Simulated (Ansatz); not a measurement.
`C[SiH](F)S` + H₂S → `C[SiH](S)S` + H–F at 500 K and 1 bar (ligand exchange at the Si–F bond).

Isolated molecules relaxed with PBE0-D4/def2-TZVP in Ansatz; ΔE leaves out vibrations. CBS: MP2 limit from def2 TZ/QZ plus the TZ coupled-cluster correction, frozen cores. This one scheme is used for every species. One conformer a species, not always the lowest.

```tsv
species	CCSD(T)/CBS energy (Eh)	H − E (kJ/mol)	S (J/(mol·K))
`C[SiH](F)S`	-827.81979	195.3	387.8
H₂S	-398.97279	57.0	224.0
`C[SiH](S)S`	-1126.36796	219.5	418.9
H–F	-100.39570	39.4	188.7
```

H − E and S are ideal-gas, rigid-rotor, harmonic terms from PBE0-D4/def2-TZVP, for one conformer and one mirror image of each species. 1 Eh = 2625.50 kJ/mol, R = 8.31446 J/(mol·K).

Problem. By hand: ΔE, ΔH, ΔS and ΔG.

Solution. ΔE = (-1126.36796) + (-100.39570) − (-827.81979) − (-398.97279) = 0.02892 Eh = 75.9 kJ/mol. Δ(H − E) = 219.5 + 39.4 − 195.3 − 57.0 = 6.6, so ΔH = 82.5 kJ/mol. ΔS = 418.9 + 188.7 − 387.8 − 224.0 = -4.2 J/(mol·K). ΔG = 82.5 − 500 × (-4.2)/1000 = 84.6 kJ/mol.

Problem. By hand: the equilibrium constant, and the temperature at which ΔG would vanish if ΔH and ΔS stayed fixed.

Solution. log₁₀ K = −ΔG/(RT ln 10) = -8.8. ΔH and −TΔS have one sign here, so there is no such temperature. One of them is within its doubt of zero, so this could turn.

The number of gas molecules stays the same, so ΔS is small and ΔH decides. A doubt of 5 kJ/mol in ΔE shifts log₁₀ K by 0.5 here. Other conformers and mirror images would add mixing entropy, several J/(mol·K) or more a flexible species. These are equilibria of isolated gas molecules and say nothing of rates. Largest T1 diagnostic: 0.011 (customary marks: 0.02 for closed shells, 0.045 for open ones).
